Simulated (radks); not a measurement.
Results of a calculation; reference values are marked as such.
How relativity changes the ionisation of the chlorine ion Cl+ ([Ne] 3s2 3p4) to Cl2+ ([Ne] 3s2 3p3). Spin-unpolarised spherical Kohn-Sham, PBEsol, point nucleus unless stated (finite: rms radius 3.3654 fm), a radial shooting solver on a logarithmic mesh with Libxc functionals. A level marked "c x" has the speed of light scaled by that factor and shares open shells by 2j + 1; other Dirac levels either fill j = l - 1/2 first or share by 2j + 1.

| level | E(Cl+) (hartree) | E(Cl2+) (hartree) | IE (eV) | HOMO | <r> HOMO (bohr) |
|---|---|---|---|---|---|
| non-rel. | -458.76638 | -457.83258 | 25.410 | 3p | 1.706 |
| scalar-rel. | -460.23239 | -459.29903 | 25.398 | 3p | 1.705 |
| scalar-rel., finite nucleus | -460.23187 | -459.29852 | 25.398 | 3p | 1.705 |
| Dirac, 2j+1 shares | -460.23385 | -459.30048 | 25.398 | 3p3/2 | 1.708 |
| Dirac, low j first | -460.23735 | -459.30648 | 25.330 | 3p3/2 | 1.708 |
| Dirac, 2j+1 shares, finite nucleus | -460.23333 | -459.29996 | 25.398 | 3p3/2 | 1.708 |
| Dirac, c x 0.85 | -460.80342 | -459.87022 | 25.394 | 3p3/2 | 1.709 |
| Dirac, c x 3 | -458.92834 | -457.99459 | 25.409 | 3p3/2 | 1.706 |
| Dirac, c x 10 | -458.78094 | -457.84715 | 25.410 | 3p3/2 | 1.706 |

NIST Atomic Spectra Database: 23.814 eV (measured). The relativistic part of the total energy of Cl+ is -1.467 hartree (Dirac, 2j+1 shares, finite nucleus), 0.32 % of the non-relativistic value. Spin polarisation and multiplet splitting of open shells are left out at every level.

Beside tabulated values, note that spin-unpolarised runs miss the spin-polarisation part of the exchange energy of open shells.
